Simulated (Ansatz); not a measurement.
```yaml
crystal:
  periodic: [false, false, false]
  atoms:
    - {symbol: F, position_ang: [-0.265217, -1.587883, 0.823591]}
    - {symbol: Ga, position_ang: [0.333468, -0.699949, 2.266837]}
    - {symbol: O, position_ang: [-0.458489, -0.098741, -1.909895]}
    - {symbol: C, position_ang: [-0.055710, 0.640215, -1.131175]}
    - {symbol: S, position_ang: [0.495748, 1.672658, -0.090757]}
basis:
  gaussian: {orbitals: def2-mTZVPP, point_charges: [{charge: -1.00, position_ang: [3.668, -0.086, 0.422]}]}
total_charge: -1
magnetization: {spin_polarized: true, initial_magnetization: 1}
hamiltonian: {xc: {name: B3LYP5}}
scf: {lower_state_search: full}
output: {forces: true}
```

```sh
$ ansatz run in.yaml --threads 2 --pin off --events-out ev --progress --plain --max-ram 4352MiB
```

It prints (some lines left out):

```
Functional definition: B3LYP5
1169 factors; integrals over basis functions are off by at most 1.0e-3 eV
mean field evaluation 1: about -69008.2468 eV, gradient 2.1e1 eV
mean field evaluation 2: about -69008.2509 eV, gradient 2.1e1 eV
mean field evaluation 4: about -69009.6851 eV, gradient 7.1e0 eV
mean field evaluation 8: about -69009.8608 eV, gradient 4.4e-1 eV
mean field evaluation 16: about -69009.8636 eV, gradient 1.2e-2 eV
mean field evaluation 32: about -69009.8637 eV, gradient 1.3e-4 eV
mean field evaluation 96: about -69009.8637 eV, gradient 8.3e-5 eV
mean field -69009.86366545 eV, -2536.0657131397 hartree, gradient 2.6e-5 eV, S^2 0.756048; 10 other end points of the search recorded, 0 dependent functions left out
reference -69009.86389318 eV, -2536.0657215086 hartree; 36, 35 occupied and 94, 95 virtual orbitals, 1169 factors
Total energy: -69009.86389318 eV, -2536.0657215086 hartree
Atom 0 at    -0.265217    -1.587883     0.823591 Å, force    -0.628391    -0.647027    -1.152535 eV/Å
Atom 1 at     0.333468    -0.699949     2.266837 Å, force     0.517992     0.660465     1.484126 eV/Å
Atom 2 at    -0.458489    -0.098741    -1.909895 Å, force    -1.561137    -2.748539    -2.679167 eV/Å
Atom 3 at    -0.055710     0.640215    -1.131175 Å, force     1.353653     2.580509     1.660707 eV/Å
Atom 4 at     0.495748     1.672658    -0.090757 Å, force     0.021899     0.128651     0.701673 eV/Å
Dipole moment:     0.538119     0.455169    -0.185009 e Å
```

It took 24 s on 2 threads of an Arm Neoverse V1 on a shared host, with 0.68 GiB of host memory at the peak.
